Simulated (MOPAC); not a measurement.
Input for MOPAC: PM7 on C2H6BN (a complex), monomers drawn apart or pushed together.

```
PM7 1SCF PRECISE CHARGE=0 THREADS=1
C2H6BN

B     -0.36909182 1     0.18655702 1     0.06854439 1
H      0.49231734 1    -0.27412389 1    -0.64166944 1
H     -1.46553805 1    -0.26248684 1    -0.16558581 1
H     -0.35145446 1     1.39341045 1     0.11158590 1
C      0.69471423 1    -1.26629141 1     4.47728466 1
C      0.37109017 1    -0.82456769 1     3.13645046 1
N      0.11577396 1    -0.47593082 1     2.07841713 1
H      1.58007689 1    -1.90267120 1     4.45551474 1
H      0.89260679 1    -0.40412105 1     5.11511058 1
H     -0.13932009 1    -1.83221572 1     4.89374054 1
```

Output:

```
*******************************************************************************
 **                                                                           **
 **                              MOPAC v23.2.5                                **
 **                                                                           **
 *******************************************************************************
 ** MOPAC's Digital Object Identifier: https://doi.org/10.5281/zenodo.6511958 **
 **                                                                           **
 ** Please cite the open-source release paper for use of this MOPAC version:  **
 ** J. E. Moussa and J. J. P. Stewart (2026)                                  **
 ** MOPAC: An open-source semiempirical molecular orbital program             **
 ** J. Open Source Softw., 11(119), 8025, https://doi.org/10.21105/joss.08025 **
 *******************************************************************************

                              PM7 CALCULATION RESULTS

 *******************************************************************************
 *  PM7        - The PM7 Hamiltonian to be used
 *
 *
 *
 *                 CHARGE ON SYSTEM = 0
 *
 *
 *
 *  PRECISE    - TIGHTER CRITERIA TO BE USED
 *  1SCF       - DO 1 SCF AND THEN STOP
 *  THREADS=1  - MULTI-THREADING NOT USED
 *  T=         - A TIME OF 172800.0 SECONDS REQUESTED
 *  DUMP=N     - RESTART FILE WRITTEN EVERY 7200.0 SECONDS REQUESTED
 *******************************************************************************
PM7 1SCF PRECISE CHARGE=0 THREADS=1
 C2H6BN

   ATOM   CHEMICAL          X               Y               Z
  NUMBER   SYMBOL      (ANGSTROMS)     (ANGSTROMS)     (ANGSTROMS)

     1       B         -0.36909182  *   0.18655702  *   0.06854439  *
     2       H          0.49231734  *  -0.27412389  *  -0.64166944  *
     3       H         -1.46553805  *  -0.26248684  *  -0.16558581  *
     4       H         -0.35145446  *   1.39341045  *   0.11158590  *
     5       C          0.69471423  *  -1.26629141  *   4.47728466  *
     6       C          0.37109017  *  -0.82456769  *   3.13645046  *
     7       N          0.11577396  *  -0.47593082  *   2.07841713  *
     8       H          1.58007689  *  -1.90267120  *   4.45551474  *
     9       H          0.89260679  *  -0.40412105  *   5.11511058  *
    10       H         -0.13932009  *  -1.83221572  *   4.89374054  *



          CARTESIAN COORDINATES

    NO.       ATOM           X           Y           Z

     1         B         -0.3691      0.1866      0.0685
     2         H          0.4923     -0.2741     -0.6417
     3         H         -1.4655     -0.2625     -0.1656
     4         H         -0.3515      1.3934      0.1116
     5         C          0.6947     -1.2663      4.4773
     6         C          0.3711     -0.8246      3.1365
     7         N          0.1158     -0.4759      2.0784
     8         H          1.5801     -1.9027      4.4555
     9         H          0.8926     -0.4041      5.1151
    10         H         -0.1393     -1.8322      4.8937

 General Reference for PM7:
 "Optimization of Parameters for Semiempirical Methods VI: More Modifications to the
 NDDO Approximations and Re-optimization of Parameters", J. J. P. Stewart, J. Mol. Mod., 1:32, 19 (2013)
 https://link.springer.com/article/10.1007/s00894-012-1667-x

           Empirical Formula: C2 H6 N B  =    10 atoms



      MOLECULAR POINT GROUP   :   C3v


      RHF CALCULATION, NO. OF DOUBLY OCCUPIED LEVELS = 11


 -------------------------------------------------------------------------------
 PM7 1SCF PRECISE CHARGE=0 THREADS=1
 C2H6BN



     1SCF WAS SPECIFIED, SO BFGS WAS NOT USED
     SCF FIELD WAS ACHIEVED


                              PM7 CALCULATION
                                                       MOPAC v23.2.5 Linux




          FINAL HEAT OF FORMATION =         33.57769 KCAL/MOL =     140.48906 KJ/MOL


          COSMO AREA              =        117.07 SQUARE ANGSTROMS
          COSMO VOLUME            =         94.63 CUBIC ANGSTROMS

          IONIZATION POTENTIAL    =         10.829147 EV
          HOMO LUMO ENERGIES (EV) =        -10.829  0.568
          NO. OF FILLED LEVELS    =         11
          MOLECULAR WEIGHT        =         54.8861         POINT GROUP:  C3v

          MOLECULAR DIMENSIONS (Angstroms)

            Atom       Atom       Distance
            H    10    H     2     5.78510
            H     8    H     3     3.57656
            H     3    H     4     1.76144


          SCF CALCULATIONS        =          1





   ATOM   CHEMICAL          X               Y               Z
  NUMBER   SYMBOL      (ANGSTROMS)     (ANGSTROMS)     (ANGSTROMS)

     1       B         -0.36909182  *   0.18655702  *   0.06854439  *
     2       H          0.49231734  *  -0.27412389  *  -0.64166944  *
     3       H         -1.46553805  *  -0.26248684  *  -0.16558581  *
     4       H         -0.35145446  *   1.39341045  *   0.11158590  *
     5       C          0.69471423  *  -1.26629141  *   4.47728466  *
     6       C          0.37109017  *  -0.82456769  *   3.13645046  *
     7       N          0.11577396  *  -0.47593082  *   2.07841713  *
     8       H          1.58007689  *  -1.90267120  *   4.45551474  *
     9       H          0.89260679  *  -0.40412105  *   5.11511058  *
    10       H         -0.13932009  *  -1.83221572  *   4.89374054  *

                             CARTESIAN COORDINATES

   1    B       -0.369091820     0.186557020     0.068544390
   2    H        0.492317340    -0.274123890    -0.641669440
   3    H       -1.465538050    -0.262486840    -0.165585810
   4    H       -0.351454460     1.393410450     0.111585900
   5    C        0.694714230    -1.266291410     4.477284660
   6    C        0.371090170    -0.824567690     3.136450460
   7    N        0.115773960    -0.475930820     2.078417130
   8    H        1.580076890    -1.902671200     4.455514740
   9    H        0.892606790    -0.404121050     5.115110580
  10    H       -0.139320090    -1.832215720     4.893740540


           Empirical Formula: C2 H6 N B  =    10 atoms



      MOLECULAR POINT GROUP   :   C3v


                  EIGENVALUES
 -36.22621 -27.90447 -18.91669 -16.55881 -16.55880 -15.48451 -13.86197 -13.63086
 -13.63085 -10.82916 -10.82915   0.56776   0.56777   0.75425   2.42302   4.29129
   4.29131   4.61455   4.61457   4.85312   5.51912   8.07864


              NET ATOMIC CHARGES AND DIPOLE CONTRIBUTIONS

  ATOM NO.   TYPE          CHARGE      No. of ELECS.   s-Pop       p-Pop
    1          B          -0.235653        3.2357     0.71335     2.52230
    2          H           0.045713        0.9543     0.95429
    3          H           0.045715        0.9543     0.95428
    4          H           0.045711        0.9543     0.95429
    5          C          -0.405721        4.4057     1.03909     3.36663
    6          C           0.173912        3.8261     1.10123     2.72486
    7          N          -0.241421        5.2414     1.76781     3.47361
    8          H           0.190581        0.8094     0.80942
    9          H           0.190581        0.8094     0.80942
   10          H           0.190581        0.8094     0.80942
 DIPOLE           X         Y         Z       TOTAL
 POINT-CHG.     1.085    -1.481     4.495     4.856
 HYBRID         0.264    -0.360     1.093     1.181
 SUM            1.348    -1.841     5.588     6.036


          ATOMIC ORBITAL ELECTRON POPULATIONS

     Atom    s        px        py        pz
    1  B   0.71335   1.12167   1.07878   0.32185
    2  H   0.95429
    3  H   0.95428
    4  H   0.95429
    5  C   1.03909   1.19161   1.18106   0.99397
    6  C   1.10123   0.90701   0.90720   0.91065
    7  N   1.76781   1.12813   1.13266   1.21282
    8  H   0.80942
    9  H   0.80942
   10  H   0.80942

 **********************
 *                    *
 * JOB ENDED NORMALLY *
 *                    *
 **********************




 == MOPAC DONE ==
```

The run finished.

Cost: around 0.020 core-seconds (rough).
